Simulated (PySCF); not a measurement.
OSi, charge -1, doublet, at a GFN2-xTB geometry (a state made from the parent by changing its charge; the spin is typed, not shown lowest) (in this run its highest filled SCF level lies above zero, so its values depend strongly on the basis, on diffuse functions most of all); PBE0/def2-SV(P) (PySCF).

Here is a job for PySCF.
```python
from pyscf import gto, scf, dft

mol = gto.M(
    atom='''
Si   -0.00000000   -0.00000000   -0.57598092
O     0.00000000    0.00000000    1.00796661
''',
    basis='def2-sv(p)',
    charge=-1,
    spin=1,
    verbose=4,
)

mf = dft.UKS(mol)
mf.xc = 'pbe0'
mf.kernel()
mf.analyze()
```

What the program printed (banner, timings and long lists left out):

```
PySCF version 2.14.0

[INPUT] verbose = 4
[INPUT] num. atoms = 2
[INPUT] num. electrons = 23
[INPUT] charge = -1
[INPUT] spin (= nelec alpha-beta = 2S) = 1
[INPUT] symmetry False subgroup None
[INPUT] Mole.unit = angstrom
[INPUT] Symbol           X                Y                Z      unit          X                Y                Z       unit  Magmom
[...]
nuclear repulsion = 37.417809934045
number of shells = 14
number of NR pGTOs = 60
number of NR cGTOs = 32
basis = def2-sv(p)
ecp = {}

******** <class 'pyscf.dft.uks.UKS'> ********
method = UKS
initial guess = minao
damping factor = 0
level_shift factor = 0
DIIS = <class 'pyscf.scf.diis.CDIIS'>
diis_start_cycle = 1
diis_space = 8
diis_damp = 0
SCF conv_tol = 1e-09
SCF conv_tol_grad = None
SCF max_cycles = 50
direct_scf = True
direct_scf_tol = 1e-13
number electrons alpha = 12  beta = 11
XC library pyscf.dft.libxc version 7.1.2
    S. Lehtola, C. Steigemann, M. J. T. Oliveira, and M. A. L. Marques,  SoftwareX 7, 1–5 (2018)
XC functionals = pbe0
    C. Adamo and V. Barone,  J. Chem. Phys. 110, 6158 (1999)
    M. Ernzerhof and G. E. Scuseria,  J. Chem. Phys. 110, 5029 (1999)
radial grids:
    Treutler-Ahlrichs [JCP 102, 346 (1995); DOI:10.1063/1.469408] (M4) radial grids

becke partition: Becke, JCP 88, 2547 (1988); DOI:10.1063/1.454033
pruning grids: <function nwchem_prune>
grids dens level: 3
symmetrized grids: False
atomic radii adjust function: <function treutler_atomic_radii_adjust>
small_rho_cutoff = 0
Set gradient conv threshold to 3.16228e-05
tot grids = 33264
init E= -364.26165521827

cycle= 1 E= -364.083371225715  delta_E= 0.178  |g|= 0.736  |ddm|=  1.2
cycle= 2 E= -361.858274461965  delta_E= 2.23  |g|= 1.99  |ddm|= 2.22
cycle= 3 E= -364.325101434063  delta_E= -2.47  |g|= 0.115  |ddm|= 1.98
cycle= 4 E= -364.335468991235  delta_E= -0.0104  |g|= 0.0468  |ddm|= 0.256
cycle= 5 E= -364.336749272787  delta_E= -0.00128  |g|= 0.0149  |ddm|= 0.0719
cycle= 6 E= -364.336841477124  delta_E= -9.22e-05  |g|= 0.00611  |ddm|= 0.00903
cycle= 7 E= -364.336858590656  delta_E= -1.71e-05  |g|= 0.000644  |ddm|= 0.00457
cycle= 8 E= -364.336858881227  delta_E= -2.91e-07  |g|= 0.000164  |ddm|= 0.000848
cycle= 9 E= -364.336858920044  delta_E= -3.88e-08  |g|= 6.39e-05  |ddm|= 0.000325
cycle= 10 E= -364.336858932483  delta_E= -1.24e-08  |g|= 2.1e-05  |ddm|= 0.000239
cycle= 11 E= -364.336858934966  delta_E= -2.48e-09  |g|= 5.65e-06  |ddm|= 0.00013
[...]
converged SCF energy = -364.336858935159  <S^2> = 0.75347861  2S+1 = 2.0034756
[...]
**** SCF Summaries ****
Total Energy =                        -364.336858935158602
Nuclear Repulsion Energy =              37.417809934044982
One-electron Energy =                 -585.450560385264225
Two-electron Energy =                  183.695891516060698
Two-electron Coulomb Energy =          213.178107574508459
DFT Exchange-Correlation Energy =      -29.482216058447761
**** MO energy ****
                             alpha | beta                alpha | beta
[...]
To work with the spin densities directly, `use mulliken_meta_spin()` only printing them here.

 ** Mulliken spin pop alpha/beta on meta-lowdin orthogonal AOs **
 ** Mulliken Spin Density (per AO)  **
spin_pop of  0 Si 1s       -0.00000
spin_pop of  0 Si 2s        0.00000
spin_pop of  0 Si 3s        0.01317
spin_pop of  0 Si 4s        0.00131
spin_pop of  0 Si 2px       0.00002
spin_pop of  0 Si 2py       0.00000
spin_pop of  0 Si 2pz      -0.00000
spin_pop of  0 Si 3px       0.75640
spin_pop of  0 Si 3py       0.01413
spin_pop of  0 Si 3pz      -0.02019
spin_pop of  0 Si 4px       0.01772
spin_pop of  0 Si 4py       0.00017
spin_pop of  0 Si 4pz      -0.00021
spin_pop of  0 Si 3dxy     -0.00002
spin_pop of  0 Si 3dyz     -0.00031
spin_pop of  0 Si 3dz^2     0.00093
spin_pop of  0 Si 3dxz      0.00612
spin_pop of  0 Si 3dx2-y2   -0.00066
spin_pop of  1 O 1s       -0.00000
spin_pop of  1 O 2s        0.00473
spin_pop of  1 O 3s       -0.00009
spin_pop of  1 O 2px       0.20956
spin_pop of  1 O 2py      -0.00712
spin_pop of  1 O 2pz       0.00112
spin_pop of  1 O 3px       0.00353
spin_pop of  1 O 3py      -0.00018
spin_pop of  1 O 3pz      -0.00008
spin_pop of  1 O 3dxy     -0.00000
spin_pop of  1 O 3dyz     -0.00002
spin_pop of  1 O 3dz^2    -0.00000
spin_pop of  1 O 3dxz     -0.00002
spin_pop of  1 O 3dx2-y2   -0.00001
 ** Mulliken Spin Density (per atom)  **
spin density of  0 Si =      0.78857
spin density of  1 O =      0.21143
 ** Mulliken pop alpha/beta on meta-lowdin orthogonal AOs **
 ** Mulliken pop       alpha | beta **
[...]
In total            12.00000 | 11.00000
 ** Mulliken atomic charges   ( Nelec_alpha | Nelec_beta ) **
charge of  0Si =     -0.23502  (     7.51180      6.72323 )
charge of  1O =     -0.76498  (     4.48820      4.27677 )

WARN: System has nonzero charge -1; the dipole moment is origin-dependent.
Location of origin: [0. 0. 0.]

Dipole moment(X, Y, Z, Debye):  0.00000, -0.00000, -0.33605
```
